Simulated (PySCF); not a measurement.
CH₆ClFPSi₂ (doublet state).
Structure used (GFN2-xTB), in Å, numbered top down from 1:
```
atom  x, y, z in Å
F1     0.5612    0.7442   -1.8150
C2     1.4293    0.6162   -0.7647
Cl3    1.1585    1.9984    0.3311
Si4    1.0943   -1.0360    0.1980
Si5   -0.9799   -0.6239    1.1228
P6    -2.5266    0.2713   -0.2341
H7     2.4329    0.7357   -1.1780
H8     2.1636   -1.0617    1.2021
H9     1.4662   -2.0465   -0.8095
H10   -1.6132   -1.8766    1.5990
H11   -3.3124    0.8094    0.7753
H12   -1.8725    1.4689   -0.4529
```

The hyperfine couplings belong to this conformer and change with its torsions.

The species is `F[C@@H](Cl)[SiH2][SiH]P` [radical].

Computed with UKS B3LYP, pcH-1 on C Cl F H P Si, non-relativistic, mean-field spin-orbit, GIAO in PySCF. Isolated species at its GFN2-xTB geometry (one conformer only). The geometry wasn't refined by DFT: couplings that depend on bond lengths, twists or pyramidal angles can differ widely from those at the functional's own minimum, by a factor of two or more for some ions and for spin on atoms past the first row. No stability test was run, so a lower SCF solution isn't excluded.

**Question.** Where do the isotropic ENDOR lines of F1, H9, H11/H12, H10, H8, H7, P6 and Cl3 fall at 3366.4 mT, to first order?

**Answer.** ν± = |νn ± a/2|, one line for each electron-spin manifold; νn = |g_N| × 7.62259 MHz/T × B.

| nuclei | isotope | g_N | νn (MHz) | a_iso (MHz) | lower line (MHz) | upper line (MHz) |
| --- | --- | --- | --- | --- | --- | --- |
| F1 | 19F | 5.2577 | 134.92 | 0.92 | 134.46 | 135.38 |
| H9 | 1H | 5.5857 | 143.33 | 56.13 | 115.27 | 171.40 |
| H11/H12 | 1H | 5.5857 | 143.33 | 24.51 | 131.08 | 155.59 |
| H10 | 1H | 5.5857 | 143.33 | 22.23 | 132.22 | 154.45 |
| H8 | 1H | 5.5857 | 143.33 | 3.12 | 141.77 | 144.89 |
| H7 | 1H | 5.5857 | 143.33 | 1.32 | 142.67 | 143.99 |
| P6 | 31P | 2.2632 | 58.08 | 53.81 | 31.17 | 84.98 |
| Cl3 | 35Cl | 0.5479 | 14.06 | 3.63 | 12.24 | 15.88 |

**Question.** Which pairs are centred on the nuclear Larmor frequency, and which on half the coupling?

**Answer.** Centred on νn, since |a| < 2νn: F1, H9, H11/H12, H10, H8, H7, P6 and Cl3. No pair has |a| > 2νn.

**Question.** At what field would the lower line of Cl3 fall to zero frequency?

**Answer.** Where νn = |a|/2, that is B = 1.82 MHz/(0.5479 × 7.62259 MHz/T) = 435 mT, as far as first order holds there.

Class means assume fast exchange of nuclei equivalent by connectivity; if that motion is slow, each nucleus keeps its own coupling. The 1H value of +24.5 MHz is a mean of couplings from 12.9 to 36.2 MHz in this one geometry, not an average over conformers.

Main isotope only: 35Cl (natural samples also hold 24 % 37Cl, magnetic too, which adds its own pattern).

The Mulliken spin populations are largest on Si5 (+0.82) and P6 (+0.10). No atom but Si5 exceeds +0.15. The angles at Si5 add up to 331.6°, so it is pyramidal.
